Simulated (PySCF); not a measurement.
## TDDFT excited states: C3H8O2Si

Compound: C3H8O2Si.
Numbering: `[CH2:1]=[CH:2][Si@@H:3]([OH:4])[O:5][CH3:6]` (hydrogens: H7, H8 on C1; H9 on C2; H10 on Si3; H11 on O4; H12, H13, H14 on C6)

Structure used (GFN2-xTB), in Å, numbered top down from 1:
```
atom  x, y, z in Å
C1    -2.7806   -0.0875    0.3564
C2    -1.5651   -0.5100    0.6606
Si3    0.0064    0.1989   -0.0845
O4     0.3112    1.7407    0.3702
O5     1.1596   -0.7363    0.5535
C6     2.5419   -0.5522    0.4892
H7    -3.6736   -0.5058    0.7958
H8    -2.9439    0.7046   -0.3580
H9    -1.4662   -1.3155    1.3762
H10    0.0105    0.1634   -1.5515
H11   -0.3261    2.4324    0.2225
H12    2.9062   -0.7442   -0.5231
H13    3.0081   -1.2564    1.1794
H14    2.8108    0.4672    0.7710
```

Method: TDDFT PBE0/def2-SVPD, vertical, gas phase, core orbitals frozen in the response (PySCF 2.14.0, density-fitted response routines).

| state | E (eV) | E (kJ/mol) | λ (nm) | f | \|μ\| (D) | main configurations (H = HOMO, L = LUMO) |
| --- | --- | --- | --- | --- | --- | --- |
| S1 | 6.17 | 595 | 201.1 | 0.0019 | 0.28 | H-1→L (44%), H→L (39%), H-2→L (12%) |
| S2 | 6.90 | 665 | 179.8 | 0.022 | 0.92 | H-2→L (78%), H-1→L (12%) |
| S3 | 7.09 | 684 | 175.0 | 0.229 | 2.92 | H→L (38%), H-1→L (27%), H→L+1 (14%) |
| S4 | 7.29 | 704 | 170.0 | 0.0038 | 0.37 | H-1→L+1 (52%), H-3→L (17%), H→L+1 (12%) |
| S5 | 7.32 | 707 | 169.3 | 0.135 | 2.21 | H→L+1 (60%), H-3→L (13%) |
| S6 | 7.49 | 723 | 165.6 | 0.082 | 1.70 | H-3→L (53%), H-1→L+1 (19%), H-1→L (9%) |

Triplets (Tamm–Dancoff): T1 4.28 eV, H→L (54%), H-1→L (37%); T2 5.67 eV, H-1→L (39%), H→L (30%), H-2→L (18%).

The lowest singlet comes at 201 nm (595 kJ/mol) in the ultraviolet; it is very weak; its leading configuration is HOMO-1→LUMO (44%). The strongest level in the table is S3 at 7.09 eV (175 nm, f = 0.229). Löwdin shares by element: HOMO carbon 51% or more, silicon 12%, hydrogen 11% or more (atoms not listed hold the other 26%); LUMO carbon 66% or more, silicon 11%, hydrogen 5% or more (atoms not listed hold the other 18%). The listed states span 1.32 eV, and the widest gap between neighbours is 0.73 eV (S1 to S2). Orbital energies (eV): HOMO-3 -9.04, HOMO-2 -8.54, HOMO-1 -8.09, HOMO -8.05, LUMO -0.49, LUMO+1 0.39, LUMO+2 0.90. Of the 6 states listed, 4 reach f = 0.01 and none stays under 0.0005. No computed singlet lies in the visible range (380 to 750 nm); the lowest, at 201 nm, stands 2.90 eV above its violet end (3.26 eV). Only the lowest 6 singlets were computed, as vertical energies without vibronic structure.

Hardware: an Intel Xeon Platinum 8488C with one thread (shared host). Cost: 26 s wall (grids of density and orbitals included), 0.79 GiB resident at most.

One conformer stands for the species.
